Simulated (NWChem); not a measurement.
Basis-set convergence for H2AlBr

```xyz
4

Al     0.0000     0.0000    -1.5621
H     -1.4107     0.0000    -2.2986
H      1.4107     0.0000    -2.2986
Br     0.0000     0.0000     0.7116
```
Charge 0, spin multiplicity 1.

The numbers come from NWChem runs, not from measurements. The geometry was optimised at PBE/def2-SVP, a minimum by its harmonic frequencies.

Quantity: dipole moment at the level PBE0.

The Hamiltonian is non-relativistic. The Pople sets run with spherical d functions. The structure started from a generated list of species.

```tsv
basis	functions	dipole moment (D)
STO-3G	29	(withheld)
6-31G*	54	(withheld)
pcseg-1	55	1.47
cc-pVDZ	55	1.27
def2-SVPD	81	1.30
def2-TZVP	97	1.25
pcseg-2	105	(withheld)
def2-TZVPP	118	1.25
def2-TZVPD	118	1.28
cc-pVQZ	187	1.28
```

Fill in the missing entries.


- STO-3G, dipole moment (D): 2.26
- 6-31G*, dipole moment (D): 1.55
- pcseg-2, dipole moment (D): 1.37
